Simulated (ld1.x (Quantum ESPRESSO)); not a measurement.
# u(r) = r·R(r): atom against pseudo-atom (fluorine)

Columns: radius, all-electron u(r) and pseudo u(r) of the 2p shell (level -11.30 eV) of fluorine in the configuration [He] 2s2 2p5; LDA (PZ), non-relativistic, TM semilocal scheme, ld1.x (Quantum ESPRESSO) 7.5.

```json
{"r (bohr)": "0.060", "all-electron": "0.0590", "pseudo": "0.0239"}
{"r (bohr)": "0.120", "all-electron": "0.1843", "pseudo": "0.0929"}
{"r (bohr)": "0.180", "all-electron": "0.3278", "pseudo": "0.1993"}
{"r (bohr)": "0.240", "all-electron": "0.4655", "pseudo": "0.3312"}
{"r (bohr)": "0.300", "all-electron": "0.5865", "pseudo": "0.4744"}
{"r (bohr)": "0.360", "all-electron": "0.6865", "pseudo": "0.6138"}
{"r (bohr)": "0.420", "all-electron": "0.7650", "pseudo": "0.7365"}
{"r (bohr)": "0.480", "all-electron": "0.8235", "pseudo": "0.8335"}
{"r (bohr)": "0.540", "all-electron": "0.8641", "pseudo": "0.9007"}
{"r (bohr)": "0.600", "all-electron": "0.8894", "pseudo": "0.9386"}
{"r (bohr)": "0.660", "all-electron": "0.9019", "pseudo": "0.9517"}
{"r (bohr)": "0.720", "all-electron": "0.9039", "pseudo": "0.9461"}
{"r (bohr)": "0.780", "all-electron": "0.8976", "pseudo": "0.9284"}
{"r (bohr)": "0.840", "all-electron": "0.8848", "pseudo": "0.9041"}
{"r (bohr)": "0.900", "all-electron": "0.8670", "pseudo": "0.8771"}
{"r (bohr)": "0.960", "all-electron": "0.8454", "pseudo": "0.8496"}
{"r (bohr)": "1.020", "all-electron": "0.8210", "pseudo": "0.8222"}
{"r (bohr)": "1.080", "all-electron": "0.7947", "pseudo": "0.7949"}
{"r (bohr)": "1.140", "all-electron": "0.7671", "pseudo": "0.7671"}
{"r (bohr)": "1.200", "all-electron": "0.7388", "pseudo": "0.7388"}
{"r (bohr)": "1.260", "all-electron": "0.7101", "pseudo": "0.7101"}
{"r (bohr)": "1.320", "all-electron": "0.6815", "pseudo": "0.6815"}
{"r (bohr)": "1.380", "all-electron": "0.6530", "pseudo": "0.6530"}
{"r (bohr)": "1.440", "all-electron": "0.6250", "pseudo": "0.6250"}
{"r (bohr)": "1.500", "all-electron": "0.5976", "pseudo": "0.5976"}
{"r (bohr)": "1.560", "all-electron": "0.5708", "pseudo": "0.5708"}
```

(1) How many radial nodes do the two functions have?

(2) At about which radius was the pseudo-wave matched?

(3) Is the pseudo-wave norm-conserving?

Results:

(1) The all-electron 2p function has n − l − 1 = 0; the pseudo-wave has 0.

(2) 1.20 bohr. The columns agree to 0.0005 from 1.08 bohr on; several derivatives are matched, so the curves merge somewhat inside the radius.

(3) Yes: the TM semilocal scheme keeps the norm inside the radius equal to the all-electron one, which fixes the energy derivative of the logarithmic derivative at the level.
